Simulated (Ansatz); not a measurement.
`CC[Si](F)(F)Cl` → `C[Si](F)(F)Cl` + `[CH2]` (triplet) at 400 K and 1 bar (formal loss of a carbene).

Computed with Ansatz on PBE0-D4/def2-TZVP structures; ΔE is electronic, products minus reactants. CCSD(T)/CBS is the MP2 limit (def2-TZVPP, def2-QZVPP) plus CCSD(T) − MP2 in def2-TZVPP, frozen cores. This one scheme is used for every species. Triplets are unrestricted, without spin–orbit coupling. One conformer a species, not always the lowest.

```
          species  CCSD(T)/CBS energy (Eh)  H − E (kJ/mol)  S (J/(mol·K))
 `CC[Si](F)(F)Cl`              -1027.77234           230.2          405.8
  `C[Si](F)(F)Cl`               -988.51588           148.2          366.4
`[CH2]` (triplet)                -39.09499            59.0          205.7
```

H − E and S are ideal-gas, rigid-rotor, harmonic terms from PBE0-D4/def2-TZVP, for one conformer and one mirror image of each species, with the whole ground term of open shells counted as degenerate. 1 Eh = 2625.50 kJ/mol, R = 8.31446 J/(mol·K).

Question: By hand: ΔE, ΔH, ΔS and ΔG.

Answer: ΔE = (-988.51588) + (-39.09499) − (-1027.77234) = 0.16147 Eh = 423.9 kJ/mol. Δ(H − E) = 148.2 + 59.0 − 230.2 = -23.0, so ΔH = 400.9 kJ/mol. ΔS = 366.4 + 205.7 − 405.8 = 166.3 J/(mol·K). ΔG = 400.9 − 400 × (166.3)/1000 = 334.4 kJ/mol.

Question: By hand: the equilibrium constant, and the temperature at which ΔG would vanish if ΔH and ΔS stayed fixed.

Answer: log₁₀ K = −ΔG/(RT ln 10) = -43.7. ΔG = 0 at ΔH/ΔS = 2411 K.

The number of gas molecules changes by +1, which sets the sign of ΔS. A doubt of 5 kJ/mol in ΔE shifts log₁₀ K by 0.7 here. Other conformers and mirror images would add mixing entropy, several J/(mol·K) or more a flexible species. A triplet takes part, so the spin changes. These are equilibria of isolated gas molecules and say nothing of rates. Largest T1 diagnostic: 0.011 (customary marks: 0.02 for closed shells, 0.045 for open ones).
